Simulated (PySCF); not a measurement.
The dipole of `C#C[SiH2]OCC(=O)O` from its density and from atomic charges.

Coordinates (GFN2-xTB, Å) and charges (e) from the PBE0/pcSseg-1 density (PySCF):

```json
{"atom": "C1", "x": "3.220", "y": "1.281", "z": "-0.346", "Mulliken": "-0.1707", "IAO": "-0.1773", "Hirshfeld": "-0.0777", "ESP-fitted": "-0.3094"}
{"atom": "C2", "x": "2.547", "y": "0.300", "z": "-0.170", "Mulliken": "-0.2149", "IAO": "-0.3569", "Hirshfeld": "-0.1598", "ESP-fitted": "-0.2005"}
{"atom": "Si3", "x": "1.466", "y": "-1.187", "z": "0.100", "Mulliken": "+0.8768", "IAO": "+1.0277", "Hirshfeld": "+0.4262", "ESP-fitted": "+0.6327"}
{"atom": "O4", "x": "-0.096", "y": "-0.752", "z": "0.225", "Mulliken": "-0.6149", "IAO": "-0.6186", "Hirshfeld": "-0.2127", "ESP-fitted": "-0.4314"}
{"atom": "C5", "x": "-0.881", "y": "-0.019", "z": "-0.642", "Mulliken": "+0.0983", "IAO": "-0.0991", "Hirshfeld": "+0.0054", "ESP-fitted": "+0.0675"}
{"atom": "C6", "x": "-2.284", "y": "0.142", "z": "-0.087", "Mulliken": "+0.4013", "IAO": "+0.5315", "Hirshfeld": "+0.2103", "ESP-fitted": "+0.7289"}
{"atom": "O7", "x": "-2.682", "y": "-0.253", "z": "0.968", "Mulliken": "-0.3776", "IAO": "-0.4365", "Hirshfeld": "-0.2649", "ESP-fitted": "-0.5408"}
{"atom": "O8", "x": "-3.058", "y": "0.808", "z": "-0.959", "Mulliken": "-0.3779", "IAO": "-0.4922", "Hirshfeld": "-0.1781", "ESP-fitted": "-0.6670"}
{"atom": "H9", "x": "3.815", "y": "2.136", "z": "-0.496", "Mulliken": "+0.0691", "IAO": "+0.2051", "Hirshfeld": "+0.1004", "ESP-fitted": "+0.2989"}
{"atom": "H10", "x": "1.650", "y": "-1.795", "z": "1.405", "Mulliken": "-0.1019", "IAO": "-0.1169", "Hirshfeld": "-0.0625", "ESP-fitted": "-0.0821"}
{"atom": "H11", "x": "1.683", "y": "-2.055", "z": "-1.065", "Mulliken": "-0.1166", "IAO": "-0.1488", "Hirshfeld": "-0.0762", "ESP-fitted": "-0.1101"}
{"atom": "H12", "x": "-0.960", "y": "-0.505", "z": "-1.624", "Mulliken": "+0.1366", "IAO": "+0.1507", "Hirshfeld": "+0.0505", "ESP-fitted": "+0.0746"}
{"atom": "H13", "x": "-0.464", "y": "0.985", "z": "-0.804", "Mulliken": "+0.1444", "IAO": "+0.1565", "Hirshfeld": "+0.0490", "ESP-fitted": "+0.0808"}
{"atom": "H14", "x": "-3.954", "y": "0.912", "z": "-0.598", "Mulliken": "+0.2480", "IAO": "+0.3751", "Hirshfeld": "+0.1899", "ESP-fitted": "+0.4577"}
```

Problem. Compute μ = Σ q r for each scheme (1 e·Å = 4.803 D) and compare with the dipole of the full density.

Solution. The full density gives (0.56, 1.42, -2.31) D, 2.77 D in size; dipole vectors point from the negative to the positive end.

| scheme | μx | μy | μz | size (D) | share of the full size (%) | angle to the full dipole (°) |
| --- | --- | --- | --- | --- | --- | --- |
| Mulliken | 0.64 | -0.70 | -2.86 | 3.02 | 109 | 44 |
| IAO | 1.32 | 0.36 | -2.64 | 2.97 | 107 | 27 |
| Hirshfeld | 0.42 | 0.67 | -1.68 | 1.86 | 67 | 10 |
| ESP-fitted | 0.62 | 1.39 | -2.35 | 2.80 | 101 | 2 |

Problem. Which set comes closest?

Solution. Length of the difference vector: ESP-fitted 0.08 D, Hirshfeld 0.99 D, IAO 1.34 D, Mulliken 2.20 D. Closest: ESP-fitted. ESP charges are fitted to the potential around the molecule, whose slowest-falling term is the dipole's. 

Problem. What is left for the Hirshfeld atoms' own dipoles?

Solution. The shares of the density sum to the whole, so what Σ q r misses lies in dipoles about the nuclei. The atomic dipoles sum to (0.56, 1.42, -2.31) − (0.42, 0.67, -1.68) = (0.14, 0.75, -0.63) D, 0.99 D in size.

Problem. With the origin at the mean of the coordinates, (0.000, 0.000, -0.292) Å, which are the largest single terms, by size, of the Mulliken dipole along the direction of the full one?

Solution. O7 +3.13, Si3 -2.69, O4 +2.47, C1 -1.11, C6 -1.08 D; all 14 atoms together +2.16 D. The single terms depend on the origin, their sum doesn't.

Problem. Give the size of the full dipole in other units.

Solution. 2.77 D = 1.089 au = 0.576 e·Å = 9.23 × 10⁻³⁰ C·m.

Isolated species at its GFN2-xTB geometry (one conformer only).

Conformer computed: `[CH:1]#[C:2][SiH2:3][O:4][CH2:5][C:6](=[O:7])[OH:8]`: C2–Si3–O4–C5 55°, Si3–O4–C5–C6 -179°, O4–C5–C6–O7 3°, H–O8–C6–C5 180°.
